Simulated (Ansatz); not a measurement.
Born–Oppenheimer molecular dynamics of C$_{3}$H$_{6}$Se (10 atoms, charge 0, multiplicity 1). It starts at the highest image of a converged band. Of that band: Neighbouring images differ by up to 2.0 eV, so the band resolves the path poorly. A vibrational analysis at the climbing image gives one clearly imaginary mode, 733i cm⁻¹: a first-order saddle point.

Theory: Ansatz 0.2.0, RKS BLYP/def2-mTZVP.

```yaml
ensemble: NVE (velocity Verlet)
time_step: 0.5 fs
steps_asked: 200
starting_velocities_drawn_for: 100 K
seed: 8064
```

First frame:

```xyz
10
Properties=species:S:1:pos:R:3
C -0.809 1.002 0.128
C 0.320 0.099 -0.353
C 1.254 -0.579 0.532
Se -0.233 -1.929 -0.603
H -1.564 1.179 -0.649
H -1.301 0.601 1.024
H -0.377 1.980 0.391
H 0.696 0.373 -1.343
H 0.821 -0.637 1.550
H 1.277 -2.140 -0.674
```

(1) How far do the bonds stretch over the last three quarters of this one trajectory? (Pairs bonded in most of those frames.)

Answers

(1) 
```tsv
bond	mean (Å)	spread (Å)	shortest	longest
C1–C2	1.516	0.050	1.41	1.61
C1–H5	1.098	0.007	1.08	1.11
C1–H6	1.098	0.007	1.08	1.11
C1–H7	1.106	0.026	1.07	1.14
C2–C3	1.496	0.066	1.40	1.64
C2–Se4	2.048	0.106	1.89	2.24
C2–H8	1.095	0.018	1.07	1.13
C3–Se4	2.128	0.110	1.97	2.36
C3–H9	1.103	0.043	1.00	1.22
C3–H10	1.219	0.166	0.92	1.62
```

Mean temperature of the second half: 1525 K. The conserved energy stayed within 1.6 meV per atom of its start (net change 0.073 meV per atom), so the integration is sound. The system heated up, since it started high on the potential surface and ran downhill. A run of 0.1 ps of so small a system gives no equilibrium averages. The orbitals stay closed-shell, which can raise the energy where a bond breaks towards radicals; this wasn't checked here.

Time of the run: 3.5 min on 2 threads of INTEL(R) XEON(R) PLATINUM 8581C CPU @ 2.30GHz (Emerald Rapids), with other jobs on the host, peak memory 0.24 GiB.
